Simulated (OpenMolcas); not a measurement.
## P³⁺: effect of the basis set

- Program: OpenMolcas 26.06
- Method: SS-CASPT2, IPEA 0.25 Eh, imaginary shift 0.1 Eh (closed shells correlated: 2s 2p)
- Active space: 2 electrons in 4 orbitals (3s 3p)
- State averaging: 2S+1 = 3 even, 3 roots; 2S+1 = 1 even, 7 roots; 2S+1 = 3 odd, 3 roots; 2S+1 = 1 odd, 3 roots
- Spin-orbit coupling: state interaction with AMFI integrals over the reference wave functions, term energies averaged over their components

A. ANO-R1 [4s3p1d], X2C, finite nucleus; CASPT2 step roughly 2 core-seconds
B. ANO-RCC-VTZP [5s4p2d1f], DKH2, point nucleus; CASPT2 step about 2.1 core-seconds
C. ANO-L-VTZP [5s4p2d1f], non-relativistic, point nucleus; CASPT2 step of the order of 2.3 core-seconds
D. ANO-R2 [5s4p3d1f], X2C, finite nucleus; CASPT2 step of the order of 3 core-seconds
E. ANO-RCC-VQZP [6s5p3d2f1g], DKH2, point nucleus; CASPT2 step roughly 2 core-seconds
F. ANO-R3 [6s5p4d2f1g], X2C, finite nucleus; CASPT2 step roughly 4 core-seconds

Energies in cm-1 above 3s2 1S0, the measured ground level; measured values from Martin, Zalubas and Musgrove, J. Phys. Chem. Ref. Data 14, 751 (1985).

| Level | A | B | C | D | E | F | Measured |
| --- | --- | --- | --- | --- | --- | --- | --- |
| 3s2 1S0 | 0.0 | 0.0 | 0.0 | 0.0 | 0.0 | 0.0 | 0.0 |
| 3s 3p 3P* 0 | 65420 | 67230 | 66220 | 67010 | 67450 | 67710 | 67918 |
| 3s 3p 3P* 1 | 65660 | 67430 | 66420 | 67210 | 67640 | 67910 | 68146 |
| 3s 3p 3P* 2 | 66140 | 67830 | 66820 | 67610 | 68040 | 68320 | 68615 |
| 3s 3p 1P* 1 | 107160 | 108310 | 107710 | 106260 | 107490 | 106580 |  |
| 3p2 3P0 | 160340 | 165170 | 163270 | 163650 | 165350 | 165110 | 164941 |
| 3p2 3P1 | 160590 | 165370 | 163470 | 163850 | 165560 | 165310 | 165185 |
| 3p2 3P2 | 161010 | 165700 | 163810 | 164170 | 165830 | 165580 | 165654 |
| 3p2 1D2 | 163450 | 166930 | 165390 | 165290 | 166590 | 166320 | 158142 |
| 3p2 1S0 | 193640 | 196910 | 195780 | 194560 | 195670 | 194860 | 194592 |

Deviations, from unrounded energies. A percentage is the sum of absolute deviations over the sum of measured energies, with the sign that they share, or ± where signs differ.

```
           Against measurement  Levels     A     B     C     D     E     F
mean absolute deviation (cm-1)       8  3400  1700  2400  1800  1500  1200
      other configurations (%)       8  ±2.6  ±1.3  ±1.8  ±1.3  ±1.1  ±0.9
```

F lies closest to measurement on these levels and A furthest from it. The largest miss of F in the table is 3p2 1D2, by +8200 cm-1. The ranking rests on the paired levels alone, and a cruder setting can come out closer through cancelling errors.

Among A to F the level of the table that moves most is 3p2 3P0, by 5000 cm-1 (lowest in A, highest in E). Moves below CASPT2's spread within the term are not significant.

Term energies are means over components that CASPT2 splits; among the terms shown or strongly mixed into the levels shown the widest spread is 260 cm-1 (3p2 1D, C). Over all roots computed the reference weight is 0.92 to 1.00 in A, 0.92 to 1.00 in B, 0.92 to 1.00 in C, 0.91 to 0.99 in D, 0.92 to 0.99 in E, 0.91 to 0.99 in F; the roots of lowest weight are the least certain, and an intruder state may touch them. The ¹D term of p² mixes with s d, which this space lacks. The basis is small and was not contracted for so high a charge (holds for A). Some levels mix across a computed gap that differs much from the measured one, so their mixing is not that of the real levels (holds for B; D; E; F). Computed and measured levels are paired by configuration, term and J; levels that our copy of the source lacks, or whose pairing is in doubt (as where it misses far off the trend of its configuration), stay unpaired and out of the deviations. Levels of configurations outside the active space are missing.

* marks odd parity.
